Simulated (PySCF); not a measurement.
C3H9O3Si, SMILES CO[Si](OC)OC, multiplicity 2. Coordinates come from a PBE-D3(BJ)/def2-SVP optimisation. The isomer is the one that the SMILES or the coordinates give; other isomers of the formula were not compared. One conformer was computed; it need not be the lowest.

Question: Give the equilibrium geometry at PBE-D3(BJ)/def2-SVP (PySCF confirms it by a frequency run) as bond lengths and angles, and its point group. (Estimate from the structure and the level; the computed values follow.)

Answer: Several could match; the one computed here: point group C3.
Atoms: C1 O2 Si3 O4 C5 O6 C7 H8 H9 H10 H11 H12 H13 H14 H15 H16. Bonds (Å): C1–O2 1.416, C1–H8 1.112, C1–H9 1.114, C1–H10 1.109, O2–Si3 1.680, Si3–O4 1.680, Si3–O6 1.680, O4–C5 1.416, C5–H11 1.114, C5–H12 1.109, C5–H13 1.112, O6–C7 1.416, C7–H14 1.109, C7–H15 1.112, C7–H16 1.114. Angles (°): O2–C1–H8 111.9, O2–C1–H9 112.0, O2–C1–H10 108.3, H8–C1–H9 108.2, H8–C1–H10 108.5, H9–C1–H10 107.8, C1–O2–Si3 125.1, O2–Si3–O4 106.9, O2–Si3–O6 106.9, O4–Si3–O6 106.9, Si3–O4–C5 125.1, O4–C5–H11 112.0, O4–C5–H12 108.3, O4–C5–H13 111.9, H11–C5–H12 107.8, H11–C5–H13 108.2, H12–C5–H13 108.5, Si3–O6–C7 125.1, O6–C7–H14 108.3, O6–C7–H15 111.9, O6–C7–H16 112.0, H14–C7–H15 108.5, H14–C7–H16 107.8, H15–C7–H16 108.2.
Charge 0, spin multiplicity 2.
